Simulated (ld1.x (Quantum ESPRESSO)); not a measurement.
Hg (Z = 80), TM: configuration errors across variants

| Property | Result |
| --- | --- |
| Element | Hg |
| Generator | ld1.x (Quantum ESPRESSO) 7.5 |
| Type | norm-conserving Troullier–Martins (Kleinman–Bylander form) |
| Functional | LDA (PZ) |
| Relativity | fully relativistic |
| Frozen core | [Xe] 4f14 |
| Valence charge | 12 |
| Reference configuration | 5d10 6s1.75 6p0 (charge +0.25) |
| Partial waves | 6p (bound, empty): rc 2.45 bohr; 5d (bound): rc 2.15 bohr; 5f channel at 0.15 Ry: rc 2.00 bohr; 6s (bound): rc 1.65 bohr |
| Local potential | the s channel |
| Core correction | a·sin(br)/r model core inside 1.15 bohr |

Open shells are filled in proportion to 2j + 1 (rel_dist='average').

All-electron excitation energies from the reference (eV): (1) 5d10 6s2 6p0 -2.024; (2) 5d10 6s1 6p0 9.035; (3) 5d10 6s0 6p0 28.438; (4) 5d10 6s1 6p1 4.063; (5) 5d10 6s0 6p1 16.467; (6) 5d10 6s1.5 6p0 2.509; (7) 5d9 6s0 6p0 64.256.

5 further variants failed, have other tests or another functional or relativity, and are left out.

A true bound ghost makes a file unfit for plane-wave use even where its test errors are small: the radial tests pick states by their node count and pass the ghost by.

Errors AE − PS in meV (a dash: test not solved or not reliable):

```tsv
change	(1)	(2)	(3)	(4)	(5)	(6)	(7)	bound ghosts
base	+0.1	-0.5	-12	-0.8	-1.5	+0.1	-120	none
wave 5f channel at 0.15 Ry: rc 2.00 bohr becomes 5f channel at 0.15 Ry: rc 1.58 bohr	+0.1	-0.5	-12	-0.8	-1.5	+0.1	-120	none
all radii but the core radius scaled by about 1.28 (s 2.10, p 3.12, d 2.74, f 2.56 bohr)	-0.3	-3.3	-29	-1.0	-6.2	-0.3	-126	none
core correction a·sin(br)/r model core inside 1.34 bohr	+0.1	-0.3	-11	-0.7	-0.5	0.0	-119	none
local potential all-electron potential smoothed inside 1.25 bohr (lloc = -1)	0.0	-0.8	-11	-0.7	+1.8	0.0	-61	s, p3/2, p1/2
wave 5f channel at 0.15 Ry: rc 2.00 bohr becomes 5f channel at 3.65 Ry: rc 2.00 bohr	+0.1	-0.5	-12	-0.8	-1.5	+0.1	-120	none
wave 5d (bound): rc 2.15 bohr becomes 5d (bound): rc 3.30 bohr	-0.2	-3.2	-44	-3.4	-21	-0.2	-100	none
```

Problem. Give the same row for: wave 6p (bound): rc 2.45 bohr becomes 6p (bound): rc 2.08 bohr.

Solution. +0.1, -0.5, -12, -0.4, -0.8, +0.1, -120; bound ghosts: none.
